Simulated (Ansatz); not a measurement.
# Molecular dynamics of Cl$_{2}$H$_{3}$Sn

The input (input.yaml):

```yaml
crystal:
  periodic: [false, false, false]
  atoms:
    - { symbol: Sn, position_ang: [0.014123, -0.02081, 0.037019] }
    - { symbol: Cl, position_ang: [-0.021954, 0.045414, 2.502241] }
    - { symbol: H, position_ang: [1.640846, 0.069899, -0.484158] }
    - { symbol: Cl, position_ang: [-1.089739, 1.887507, -0.776799] }
    - { symbol: H, position_ang: [-0.88031, -1.385309, -0.476625] }
    - { symbol: H, position_ang: [0.023233, -0.049901, 4.22702] }
magnetization:
  spin_polarized: true
  initial_magnetization: 1
basis:
  gaussian: { orbitals: def2-SVP }
hamiltonian:
  xc: pbe0
  dispersion: d4
md:
  timestep: 0.5
  n_steps: 200
  ensemble: nve
  temperature: 300.0
  initial_velocities: maxwell_boltzmann
  seed: 9617
```

Launched with:

```bash
$ ansatz run input.yaml --threads 2 --pin off --max-ram 3072MiB --backend cpu --events-out ev --progress --plain --runs-dir out
```

It starts at the highest image of a converged band, a first-order saddle point between two minima.

Output, in part (step lines, the closing report, with atoms numbered from 0):

```
md step     0: t =     0.00 fs  T =   300.0 K  F+E_penalty+E_count = -30908.68400114 eV  E_kin = 0.155112 eV  conserved = -30908.52888914 eV  (29 SCF iters)
md step     1: t =     0.50 fs  T =   298.7 K  F+E_penalty+E_count = -30908.68334440 eV  E_kin = 0.154457 eV  conserved = -30908.52888753 eV  (33 SCF iters)
md step     2: t =     1.00 fs  T =   295.0 K  F+E_penalty+E_count = -30908.68141027 eV  E_kin = 0.152537 eV  conserved = -30908.52887342 eV  (33 SCF iters)
md step     3: t =     1.50 fs  T =   289.3 K  F+E_penalty+E_count = -30908.67844154 eV  E_kin = 0.149594 eV  conserved = -30908.52884753 eV  (33 SCF iters)
md step     4: t =     2.00 fs  T =   282.5 K  F+E_penalty+E_count = -30908.67486137 eV  E_kin = 0.146048 eV  conserved = -30908.52881331 eV  (33 SCF iters)
md step     5: t =     2.50 fs  T =   275.5 K  F+E_penalty+E_count = -30908.67122090 eV  E_kin = 0.142445 eV  conserved = -30908.52877571 eV  (27 SCF iters)
md step     6: t =     3.00 fs  T =   269.6 K  F+E_penalty+E_count = -30908.66811955 eV  E_kin = 0.139378 eV  conserved = -30908.52874106 eV  (26 SCF iters)
md step     7: t =     3.50 fs  T =   265.7 K  F+E_penalty+E_count = -30908.66610758 eV  E_kin = 0.137392 eV  conserved = -30908.52871528 eV  (27 SCF iters)
[... lines left out ...]
Total energy: -30908.82975830 eV, -1135.8785428602 hartree
Atom 0 at     0.028724    -0.024945    -0.008830 Å, force     0.383257    -0.700396     1.340034 eV/Å
Atom 1 at    -0.188600     0.052179     2.431282 Å, force     0.107640    -0.151883    -1.273294 eV/Å
Atom 2 at     1.686225     0.187128    -0.373018 Å, force    -0.073792    -0.027069     0.059593 eV/Å
Atom 3 at    -1.062719     1.865268    -0.705051 Å, force    -0.437357     0.578617    -0.314982 eV/Å
Atom 4 at    -0.702038    -1.458288    -0.633939 Å, force     0.020276     0.300726     0.188731 eV/Å
Atom 5 at     2.990527     0.937012     9.644998 Å, force    -0.000024     0.000004    -0.000082 eV/Å
Dipole moment:     0.229435    -0.369240    -0.453533 e Å
```

The steps, from the saved trajectory:

```tsv
time (fs)	T (K)	potential energy less start (eV)	conserved less start (meV/atom)
0	300	0.000	0.00
3	270	0.016	0.02
6	290	0.005	0.02
9	341	-0.021	0.01
12	376	-0.039	0.03
15	483	-0.094	0.01
18	577	-0.143	0.00
21	614	-0.162	0.02
24	697	-0.205	0.00
27	713	-0.214	0.01
30	705	-0.209	0.02
33	739	-0.227	0.00
36	705	-0.210	0.01
39	673	-0.193	0.02
42	674	-0.194	0.00
45	608	-0.159	0.02
48	583	-0.146	0.02
51	585	-0.147	0.00
54	542	-0.125	0.03
57	576	-0.143	0.01
60	614	-0.162	0.01
63	625	-0.168	0.02
66	692	-0.203	0.00
69	717	-0.216	0.00
72	691	-0.202	0.02
75	706	-0.210	0.00
78	650	-0.181	0.01
81	600	-0.155	0.02
84	604	-0.157	0.00
87	562	-0.135	0.02
90	565	-0.137	0.01
93	587	-0.149	0.00
96	554	-0.131	0.02
99	570	-0.140	0.01
```

All steps were run. The conserved energy stayed within 0.032 meV per atom of its start (net change 0.0032 meV per atom), so the integration is sound. The kinetic energy rose, since the run started high on the potential surface and went downhill. It ends in pieces (Cl2H2Sn + H), so much of that is their flight and rotation, not heat. A run of 0.1 ps of so small a system gives no equilibrium averages.

Between its relaxed ends the band would form Cl2–H6 and break Sn1–Cl2. These pairs go: Cl2–H6 1.73 → 7.93 Å, Sn1–Cl2 2.47 → 2.45 Å. In the last frame they stand as before the step (other bonds may differ from the relaxed reactants and products). It ends as Cl2H2Sn + H. Pairs count as bonded within 1.25 times the sum of covalent radii (0.12 Å more for H–H).

Last frame:

```xyz
6
Properties=species:S:1:pos:R:3
Sn 0.029 -0.025 -0.009
Cl -0.189 0.052 2.431
H 1.686 0.187 -0.373
Cl -1.063 1.865 -0.705
H -0.702 -1.458 -0.634
H 2.990 0.937 9.645
```

The run took 9.8 min on 2 threads of Arm Neoverse V2, with other jobs on the host, peak memory 0.22 GiB.
